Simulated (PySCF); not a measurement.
SMILES [O]C=O (CHO2), doublet, B3LYP/def2-SVP optimised geometry. Atoms within 1.6 Å of the plane z = 1.5 Å (x, y, z in Å): O1 (-1.11, -0.92, 0.00), C2 (-0.11, -0.21, 0.00), O3 (1.11, -0.21, 0.00), H4 (-0.47, 0.92, 0.00).

Level of theory: unrestricted B3LYP/def2-TZVP (PySCF).

Map of the electrostatic potential (hartree/e) on the plane z = 1.5 Å:

```
|--------=====-------:::::::|
|-------========-----:::::::|
|------==========----:::::::|
|-----=====++====----:::::::|
|-----===++++++===--::::::::|
|----===++++++++==--:::::::.|
|----===++*****+==--::::....|
|----===+***#**++=-:::......|
|:----==+**###**+=-::.......|
|::---==+*##%##*+=-:........|
|:::---=+*##%%%*+=:..    ...|
|::::---=+*#%@%#+=:.      ..|
|::::::-=+*#@@@%*=:.       .|
|.....::-=+#@@@%*=:.       .|
|.......:-=*%@@%*=:.       .|
|....  ..:-+#%%#+-:.       .|
|...     .:=+***=-:.       .|
|..       .:=+++=-:.      ..|
|..       .::-=--:..      ..|
|..        .::--::....  ....|
|..        ..:::::..........|
|..        ...::::..........|
|...       .................|
|....      .................|
|.....   ...................|
|...........................|
|...........................|
```
Scale: ten equal steps from -0.019 (start of ' ') to 0.065 (end of '@'), in the order ' .:-=+*#%@'; x runs from -3.50 to 3.50, y from -3.50 (bottom) to 3.50 (top).
